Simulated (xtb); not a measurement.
xtb input (GFN2-xTB):

```bash
xtb mol.xyz --gfn 2 --ohess tight --chrg 0 --uhf 0
```
mol.xyz:
```
5

Si     0.02762905    -0.17364719     0.02756391
Cl     1.69956202     0.98060690    -0.03529907
Cl    -1.59892681     1.06612055    -0.06373006
H     -0.02958720    -0.86891957     1.24835567
H     -0.03380740    -1.02303355    -1.17827429
```

Output:

```
           -------------------------------------------------
          |                Calculation Setup                |
           -------------------------------------------------

           -------------------------------------------------
          |                 G F N 2 - x T B                 |
           -------------------------------------------------

        Reference                      10.1021/acs.jctc.8b01176
      * Hamiltonian:
        H0-scaling (s, p, d)           1.850000    2.230000    2.230000
        zeta-weighting                 0.500000
      * Dispersion:
        s8                             2.700000
        a1                             0.520000
        a2                             5.000000
        s9                             5.000000
      * Repulsion:
        kExp                           1.500000    1.000000
        rExp                           1.000000
      * Coulomb:
        alpha                          2.000000
        third order                    shell-resolved
        anisotropic                    true
        a3                             3.000000
        a5                             4.000000
        cn-shift                       1.200000
        cn-exp                         4.000000
        max-rad                        5.000000

          ...................................................
          :                      SETUP                      :
          :.................................................:
          :  # basis functions                  32          :
          :  # atomic orbitals                  29          :
          :  # shells                           11          :
          :  # electrons                        20          :
          :  max. iterations                   250          :
          :  Hamiltonian                  GFN2-xTB          :
          :  restarted?                      false          :
          :  GBSA solvation                  false          :
          :  PC potential                    false          :
          :  electronic temp.          300.0000000     K    :
          :  accuracy                    1.0000000          :
          :  -> integral cutoff          0.2500000E+02      :
          :  -> integral neglect         0.1000000E-07      :
          :  -> SCF convergence          0.1000000E-05 Eh   :
          :  -> wf. convergence          0.1000000E-03 e    :
          :  Broyden damping             0.4000000          :
          :  net charge                          0          :
          :  unpaired electrons                  0          :
          ...................................................

 iter      E             dE          RMSdq      gap      omega  full diag
   1    -11.8741920 -0.118742E+02  0.902E+00    7.24       0.0  T
   2    -11.9639301 -0.897381E-01  0.259E+00    5.43       1.0  T
   3    -11.9707313 -0.680117E-02  0.282E+00    6.19       1.0  T
   4    -11.9751609 -0.442960E-02  0.987E-01    5.88       1.0  T
   5    -11.9709602  0.420068E-02  0.156E+00    6.17       1.0  T
   6    -11.9752700 -0.430983E-02  0.216E-01    5.93       1.0  T
[...]
   full:       -3.320       0.098       0.506      -0.031       0.122       2.814

           -------------------------------------------------
          |                Geometry Summary                 |
           -------------------------------------------------

      molecular mass/u    :      101.0072554
   center of mass at/Å    :        0.0341704       0.6520457      -0.0346251
  moments of inertia/u·Å² :        0.3522247E+02   0.1941951E+03   0.2235220E+03
rotational constants/cm⁻¹ :        0.4786044E+00   0.8680769E-01   0.7541823E-01

 * 4 selected distances

     #   Z          #   Z                                           value/Å
     1  14 Si       2  17 Cl                                      2.0094518
     1  14 Si       3  17 Cl                                      2.0094889 (max)
     1  14 Si       4   1 H                                       1.4547915 (min)
     1  14 Si       5   1 H                                       1.4548338

 * 2 distinct bonds (by element types)

   Z      Z             #   av. dist./Å        max./Å        min./Å
   1 H   14 Si          2     1.4548126     1.4548338     1.4547915
  14 Si  17 Cl          2     2.0094704     2.0094889     2.0094518

           -------------------------------------------------
          |               Frequency Printout                |
           -------------------------------------------------
 projected vibrational frequencies (cm⁻¹)
eigval :       -0.00    -0.00    -0.00     0.00     0.00     0.00
eigval :      154.01   481.50   486.07   525.43   575.48   692.27
eigval :      775.66  2296.45  2329.59
 reduced masses (amu)
   1: 22.08   2: 33.17   3: 34.10   4: 34.59   5: 32.08   6: 34.88   7: 33.17   8: 31.64
   9:  6.88  10: 30.63  11:  1.53  12:  2.59  13:  1.96  14:  2.20  15:  1.51
 IR intensities (km·mol⁻¹)
   1:  2.41   2:  0.39   3:  0.06   4:  0.44   5:  0.14   6:  0.14   7:  4.67   8: 30.17
   9: 51.84  10: 55.54  11:  0.00  12:604.83  13:209.89  14:194.83  15: 89.73
 Raman intensities (Ä⁴*amu⁻¹)
   1:  0.00   2:  0.00   3:  0.00   4:  0.00   5:  0.00   6:  0.00   7:  0.00   8:  0.00
   9:  0.00  10:  0.00  11:  0.00  12:  0.00  13:  0.00  14:  0.00  15:  0.00
 output can be read by thermo (or use thermo option).
 writing <g98.out> molden fake output.
 recommended (thermochemical) frequency scaling factor: 1.0
Molecule has the following symmetry elements: (C2) 2*(sigma)
It seems to be the C2v point group
Note: The following floating-point exceptions are signalling: IEEE_UNDERFLOW_FLAG IEEE_DENORMAL
normal termination of xtb
           -------------------------------------------------
          |             Thermodynamic Functions             |
           -------------------------------------------------

c2v symmetry found (for desy threshold:  0.10E+00) used in thermo

          ...................................................
          :                      SETUP                      :
          :.................................................:
          :  # frequencies                           9      :
          :  # imaginary freq.                       0      :
          :  linear?                             false      :
          :  only rotor calc.                    false      :
          :  symmetry                              c2v      :
          :  rotational number                       2      :
          :  scaling factor                  1.0000000      :
          :  rotor cutoff                   50.0000000 cm⁻¹ :
          :  imag. cutoff                  -20.0000000 cm⁻¹ :
          :.................................................:

    mode    ω/cm⁻¹     T·S(HO)/kcal·mol⁻¹    T·S(FR)/kcal·mol⁻¹   T·S(vib)
   ------------------------------------------------------------------------
       1    154.01    -0.78176 ( 98.90%)    -0.72306 (  1.10%)    -0.78112
   ------------------------------------------------------------------------

   temp. (K)  partition function   enthalpy   heat capacity  entropy
                                   cal/mol     cal/K/mol   cal/K/mol   J/K/mol
 298.15  VIB   2.87                 1061.093      8.281      5.656
         ROT  0.472E+05              888.752      2.981     24.369
         INT  0.136E+06             1949.845     11.262     30.025
         TR   0.982E+27             1481.254      4.968     39.730
         TOT                        3431.0991    16.2303    69.7547   291.8538

       T/K    H(0)-H(T)+PV         H(T)/Eh          T*S/Eh         G(T)/Eh
   ------------------------------------------------------------------------
    298.15    0.546780E-02    0.244141E-01    0.331427E-01   -0.872862E-02
   ------------------------------------------------------------------------

         :::::::::::::::::::::::::::::::::::::::::::::::::::::
         ::                  THERMODYNAMIC                  ::
         :::::::::::::::::::::::::::::::::::::::::::::::::::::
         :: total free energy         -11.951177594272 Eh   ::
         ::.................................................::
         :: total energy              -11.942448971807 Eh   ::
         :: zero point energy           0.018946294765 Eh   ::
         :: G(RRHO) w/o ZPVE           -0.027674917230 Eh   ::
         :: G(RRHO) contrib.           -0.008728622465 Eh   ::
         :::::::::::::::::::::::::::::::::::::::::::::::::::::

optimized geometry written to: xtbopt.xyz

           -------------------------------------------------
          | TOTAL ENERGY              -11.942448971807 Eh   |
          | TOTAL ENTHALPY            -11.918034872532 Eh   |
          | TOTAL FREE ENERGY         -11.951177594272 Eh   |
          | GRADIENT NORM               0.000048071104 Eh/α |
          | HOMO-LUMO GAP               6.081676957384 eV   |
           -------------------------------------------------

------------------------------------------------------------------------
------------------------------------------------------------------------
 total:
 SCF:
 ANC optimizer:
 analytical hessian:
```
